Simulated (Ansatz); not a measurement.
Process, species as SMILES: N[SiH](N)N + 3 [H][H] (H2) -> 3 N (NH3) + [SiH4] (SiH4)
Structures are relaxed separately at B3LYP-D3(BJ)/def2-TZVP in Ansatz (a first-principles code), one conformer each, not searched for the lowest.
Geometry of the first species:
```
Si
N 1 1.7144
H 2 1.0068 1 120.49
H 2 1.0068 3 112.22 1 151.22
N 1 1.7197 2 104.06 3 -170.43
H 5 1.0073 1 120.48 2 -158.39
H 5 1.0081 6 111.59 1 152.24
N 1 1.7197 2 104.06 3 -40.71
H 8 1.0073 1 120.48 2 158.39
H 8 1.0081 9 111.59 1 -152.24
H 1 1.4848 2 119.94 3 74.43
```

Quantity: energy of full hydrogenation (electronic energy difference), in kJ/mol. Cores are frozen in the correlated levels unless marked. No spin-orbit coupling. Non-relativistic. CBS(X,Y): correlation extrapolated as X^-3; Hartree-Fock from the larger set.

| level | program | energy of full hydrogenation (kJ/mol) |
|---|---|---|
| BLYP-D4/def2-TZVPD | Ansatz + dftd4 | (withheld) |
| B3LYP-D4/def2-TZVPD | Ansatz + dftd4 | 111.5 |
| r2SCAN0-D4/def2-TZVPD | Ansatz + dftd4 | 118.8 |
| wB97M-V/def2-TZVPD | Ansatz | (withheld) |
| CCSD(T)/CBS(cc-pV(T+d)Z,cc-pV(Q+d)Z) | Ansatz | 123.3 |

Q: What belongs in the gaps?

A: 
- BLYP-D4/def2-TZVPD, energy of full hydrogenation (kJ/mol): 113.3
- wB97M-V/def2-TZVPD, energy of full hydrogenation (kJ/mol): 115.7
